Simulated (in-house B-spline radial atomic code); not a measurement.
**Binding energies in Sn7+**

NIST's tabulated ground configuration is [Kr] 4d7; each binding energy is the energy of the ion with one electron taken from that subshell, relaxed, less that of the parent. Level of theory: Dirac-Hartree-Fock, average of configuration, Fermi nucleus of rms radius 4.6519 fm; calculated with a B-spline radial code for spherical atoms. Energies include first-order Breit, QED and recoil terms.

```tsv
subshell	X-ray name	binding energy (eV)	-ε (eV)	relaxation (eV)
1s	K	29327.1	29483.4	60.3
2s	L1	4599.4	4639.4	30.0
2p1/2	L2	4285.3	4328.3	33.4
2p3/2	L3	4057.8	4096.7	32.2
3s	M1	1013	1025.2	10.5
3p1/2	M2	885.3	897.8	11.0
3p3/2	M3	842.7	854.1	10.5
4s	N1	262.9	265.2	2.0
4p1/2	N2	217	219.2	1.9
4p3/2	N3	208.9	210.8	1.7
4d	N4,5	136.8	138.1	1.3
```

Relaxation = -ε minus the binding energy without Breit, QED and recoil terms.

Emission lines follow as differences of binding energies, with λ = 12398.42 eV·Å / E:

```json
{"line": "K-L3", "holes": "1s → 2p3/2", "energy (eV)": "25269.3", "wavelength (Å)": "0.49065"}
{"line": "K-L2", "holes": "1s → 2p1/2", "energy (eV)": "25041.8", "wavelength (Å)": "0.49511"}
{"line": "K-M3", "holes": "1s → 3p3/2", "energy (eV)": "28484.4", "wavelength (Å)": "0.43527"}
{"line": "L1-M3", "holes": "2s → 3p3/2", "energy (eV)": "3756.7", "wavelength (Å)": "3.3003"}
{"line": "L3-M1", "holes": "2p3/2 → 3s", "energy (eV)": "3044.8", "wavelength (Å)": "4.072"}
```

Problem. What screening constant σ does Moseley's law, E = (3/4)·13.6057 eV·(Z - σ)², need for K-L3?

Solution. σ = 0.24.

Moseley's non-relativistic formula needs a falling, then negative, screening constant for heavy elements, because relativity binds the 1s electron more strongly than the formula allows.

Problem. What does it cost to remove both a 1s and a 4p1/2 electron?

Solution. 29577 eV, which is 32.39 eV more than the two single binding energies together.

Problem. What does it cost to remove both a 4s and a 4p1/2 electron?

Solution. 502.66 eV, which is 22.74 eV more than the two single binding energies together.

Problem. What does it cost to remove both a 2s and a 4p3/2 electron?

Solution. 4838.2 eV, which is 29.85 eV more than the two single binding energies together.
